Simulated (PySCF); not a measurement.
C₆H₈P (charge -1).
SMILES with atom numbers: `[CH3:1][c:2]1[cH:3][p-:4][c:5]([CH3:6])[cH:7]1`

Geometry (GFN2-xTB, Å), atoms numbered from 1 in this order:
```
atom  x, y, z in Å
C1    -2.3870   -0.5680    0.2109
C2    -1.0650    0.0985   -0.0416
C3    -0.9216    1.3922   -0.4956
P4     0.7451    1.8810   -0.6691
C5     1.2528    0.2945   -0.1116
C6     2.6848   -0.1308    0.0380
C7     0.1752   -0.5199    0.1742
H8    -2.5524   -0.7264    1.2820
H9    -3.2044    0.0464   -0.1690
H10   -2.4343   -1.5459   -0.2769
H11   -1.7454    2.0561   -0.7264
H12    3.3542    0.6956   -0.1977
H13    2.9220   -0.9656   -0.6308
H14    2.8911   -0.4594    1.0620
H15    0.2806   -1.5403    0.5295
```

Probes without a nucleus sit at each ring's centroid and 1 Å off its mean plane on both sides; NICS is minus the shielding there, NICSzz its component along the normal. Level: GIAO PBE0/pcSseg-1 (PySCF, non-relativistic, gas phase) on the GFN2-xTB geometry, one conformer.

Ring bond lengths (Å), with Mayer bond orders in brackets: C2–C3 1.378 (1.51), C3–P4 1.746 (1.25), P4–C5 1.757 (1.26), C5–C7 1.381 (1.47), C7–C2 1.403 (1.33).

Question: Give the NICS values of each ring in ppm.

Answer: 
```tsv
ring	type	NICS(0)	NICS(1), two faces	NICS(1)zz, two faces	rms pucker (Å)	centre to ring atoms, mean (Å)
C2–C3–P4–C5–C7	5-membered ring with P; formal bonds all aromatic	-11.8	-10.4 / -10.4	-26.7 / -26.9	0.00	1.30
```

Question: What do they say, and how far can they be read as aromaticity?

Answer: 
- C2–C3–P4–C5–C7: mean NICS(1)zz -26.8 ppm, shielded.

Question: How equal are the bonds by HOMA? HOMA = 1 − mean of α(R − Ropt)² over the ring bonds, with Krygowski's 1993 parameters (CC: Ropt 1.388 Å, α 257.7 Å⁻²; CP: Ropt 1.698 Å, α 118.91 Å⁻²).

Answer: 
- C2–C3–P4–C5–C7: HOMA 0.85; the largest term is that of P4–C5, α(R − Ropt)² = 0.41.

Question: What is the mean of the two in-plane components of NICS at the second NICS(1) probe listed for ring C2–C3–P4–C5–C7, 1 Å off the ring?

Answer: The isotropic value is a third of the trace: (3 × -10.4 − (-26.9))/2 = -2.2 ppm.

Question: Give the inner angles of the rings and the Hirshfeld charges of the ring atoms.

Answer: 
- C2–C3–P4–C5–C7: C2 111.9° (-0.072 e), C3 113.3° (-0.209 e), P4 89.5° (-0.243 e), C5 111.9° (-0.121 e), C7 113.5° (-0.152 e); sum 540.0° against 540° for a flat convex ring.

Question: How shielded are the nuclei of the rings and their hydrogens (means over atoms taken as equivalent)?

Answer: 
```json
{"atoms": "C2", "environment": "substituted aromatic carbon", "σ isotropic (ppm)": "63.9"}
{"atoms": "C3", "environment": "aromatic CH carbon", "σ isotropic (ppm)": "58.8"}
{"atoms": "P4", "environment": "phosphorus bonded to 2 C", "σ isotropic (ppm)": "244.0"}
{"atoms": "C5", "environment": "substituted aromatic carbon", "σ isotropic (ppm)": "40.5"}
{"atoms": "C7", "environment": "aromatic CH carbon", "σ isotropic (ppm)": "68.4"}
{"atoms": "H11", "environment": "aromatic hydrogen", "σ isotropic (ppm)": "25.61"}
{"atoms": "H15", "environment": "aromatic hydrogen", "σ isotropic (ppm)": "25.19"}
```
